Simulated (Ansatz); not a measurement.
Isolated molecules relaxed with PBE0-D4/def2-TZVP in Ansatz; ΔE leaves out vibrations. CCSD(T)/CBS is the MP2 limit (def2-TZVPP, def2-QZVPP) plus CCSD(T) − MP2 in def2-TZVPP, frozen cores. For Ga outer-core shells are correlated without core-valence functions, which leaves a few kJ/mol of doubt a bond. Scalar relativity is left out up to krypton. Each species was taken in one conformer, which may not be the lowest.

Consider the cleavage of the B–Ga bond: `O[B](Cl)[GaH2]` + silanol → `OB(Cl)O[SiH3]` + `[GaH3]`.

```json
{"species": "`O[B](Cl)[GaH2]`", "CCSD/def2-SVP energy (Eh)": "-2484.28185"}
{"species": "`O[SiH3]`", "CCSD/def2-SVP energy (Eh)": "-366.32450"}
{"species": "`OB(Cl)O[SiH3]`", "CCSD/def2-SVP energy (Eh)": "-925.72101"}
{"species": "`[GaH3]`", "CCSD/def2-SVP energy (Eh)": "-1924.94808"}
```

Work out ΔE.

ΔE = (-925.72101) + (-1924.94808) − (-2484.28185) − (-366.32450) = -0.06274 Eh = -1.71 eV. CCSD(T)/CBS gives -1.38 eV.

Largest T1 diagnostic among the species: 0.014.

In def2-TZVPP, CCSD(T) changes the Hartree–Fock value by +0.27 eV (the triples alone add +0.03 eV) and MP2 by +0.26 eV. At CCSD(T), def2-SVP lies −0.30 eV from the extrapolated value and def2-TZVPP −0.05 eV.
